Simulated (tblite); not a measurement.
Species: C₃H₇NS₂Si.
Structure used (GFN2-xTB), in Å, numbered top down from 1:
```
atom  x, y, z in Å
C1    -2.8327   -1.0523    1.2394
N2    -1.6615   -0.7365    0.9391
Si3   -0.9395    0.2262   -0.2742
S4     0.5285   -0.9985   -1.2454
C5     1.9271   -0.3574   -0.2649
C6     1.8341    1.1412   -0.1088
S7     0.3077    1.6206    0.7691
H8    -2.9963   -1.7146    2.0841
H9    -3.7215   -0.7062    0.7097
H10   -1.6906    0.9099   -1.3161
H11    1.9129   -0.8564    0.7040
H12    2.8338   -0.6342   -0.8032
H13    2.6619    1.5201    0.4903
H14    1.8353    1.6377   -1.0797
```

Level: GFN2-xTB in tblite, geometry and Hessian alike; calculated harmonic values, unscaled, isolated species. This tight-binding method is rough: wavenumbers can miss measured ones by several per cent, in bad cases by 10 to 20. Modes of hydrogen on silicon can be 10 to 20 % off. One conformer, not necessarily the lowest.

Harmonic wavenumbers (cm⁻¹): 49.7, 70.5, 154.1, 195.4, 223.8, 244.0, 314.3, 410.9, 466.4, 497.6, 550.8, 624.6, 644.8, 675.1, 695.0, 803.0, 854.7, 937.1, 992.1, 1038.9, 1085.6, 1136.5, 1140.8, 1234.6, 1258.4, 1436.2, 1438.3, 1447.9, 1746.5, 2309.4, 2915.6, 2977.5, 2990.0, 2993.4, 2997.6, 2998.4.

A = 2229, B = 1292, C = 931.4 MHz; mass 148.979 u (most abundant isotopes); point group C1, symmetry number 1.

Task: Zero-point energy?

Result: ½Σν̃ = 21275 cm⁻¹ = 254.50 kJ/mol.

Task: Give the ideal-gas entropy at 400 K and 1 bar in the rigid-rotor, harmonic-oscillator model (classical rotation).

Result: Translation 177.37, rotation 125.72, vibration 136.52: S = 439.6 J/(mol K).

Task: And Cp and H(400 K) − H(0)?

Result: Cp = 170.20 J/(mol K), of which vibrations give 136.95 (their classical limit is 36 R = 299.3); H(400 K) − H(0) = 41.83 kJ/mol without the zero-point energy, 28.53 from vibrations.

Task: Which modes carry the vibrational entropy at 400 K?

Result: 49.7 cm⁻¹: 22.64; 70.5 cm⁻¹: 19.74; 154.1 cm⁻¹: 13.33; 195.4 cm⁻¹: 11.42; 223.8 cm⁻¹: 10.34; 244.0 cm⁻¹: 9.66 J/(mol K); the other 30 give 49.39 together.

Task: What must be added to the electronic energy to get the Gibbs energy at 400 K and 1 bar?

Result: ZPE + [H(400 K) − H(0)] − T·S = 254.50 + 41.83 − 175.85 = 120.48 kJ/mol.

Task: How do the functions run with temperature in this model?

Result: 
| T (K) | S (J/(mol K)) | Cp (J/(mol K)) | H − H(0) (kJ/mol) | G − H(0) (kJ/mol) | ln q(vib) |
| --- | --- | --- | --- | --- | --- |
| 150 | 317.3 | 88.3 | 8.98 | -38.62 | 2.43 |
| 250 | 370.8 | 124.0 | 19.61 | -73.10 | 4.59 |
| 298.15 | 394.1 | 140.2 | 25.97 | -91.52 | 5.64 |
| 600 | 517.3 | 213.0 | 80.46 | -229.95 | 12.02 |
| 900 | 611.9 | 252.6 | 150.82 | -399.89 | 17.74 |

q(vib) and H(0) count from the zero-point level.

Task: Blend soft modes into free rotors: weight 1/[1 + (100 cm⁻¹/ν̃)⁴] for the oscillator and the rest for a rotor with moment μB/(μ + B), μ = h/(8π²ν), B = 10⁻⁴⁴ kg m². What vibrational entropy results?

Result: 125.86 J/(mol K) in place of 136.52, which changes −T·S at 400 K by +4.26 kJ/mol.

Hindered rotation and anharmonicity are outside this model. Other conformers, if any are populated, would add a mixing term that is left out. The structure is chiral; the term R ln 2 for an equal mix with its mirror image is left out.
